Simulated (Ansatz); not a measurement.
Stepwise reaction of `[CH3][Al]([CH3])[Cl]` with ammonia, as a gas-phase model of exchange steps in deposition or etching. ΔE in kJ/mol.

Isolated molecules relaxed with PBE0-D4/def2-TZVP in Ansatz; ΔE leaves out vibrations. CCSD(T)/CBS adds triple-zeta CCSD(T) − MP2 to the extrapolated MP2 energy (def2 sets, frozen cores). This one scheme is used for every species. DFT in def2-TZVPP. B3LYP here is the variant with VWN-RPA as its local correlation; programs differ in this. One conformer a species, not always the lowest.

```json
{"step": "1", "reaction": "`[CH3][Al]([CH3])[Cl]` + NH₃ → `[CH3][Al]([NH2])[Cl]` + CH₄", "PBE-D4": "-93.1", "B3LYP-D4": "-102.2", "ωB97M-V": "-98.2", "CCSD(T)/CBS": "-99.6"}
{"step": "2", "reaction": "`[CH3][Al]([NH2])[Cl]` + NH₃ → `[NH2][Al]([NH2])[Cl]` + CH₄", "PBE-D4": "-77.7", "B3LYP-D4": "-88.0", "ωB97M-V": "-84.2", "CCSD(T)/CBS": "-86.1"}
```

By hand: ΔE of the 2 steps together at CCSD(T)/CBS.

(-99.6) + (-86.1) = -185.7 kJ/mol, or -92.8 kJ/mol a step.

In ΔE each step is higher than the one before. All are downhill at CCSD(T)/CBS. PBE-D4 differs from CCSD(T)/CBS by 6.5 to 8.4 kJ/mol a step. Isolated molecules leave out the surface, adducts and barriers. Largest T1 diagnostic: 0.009.
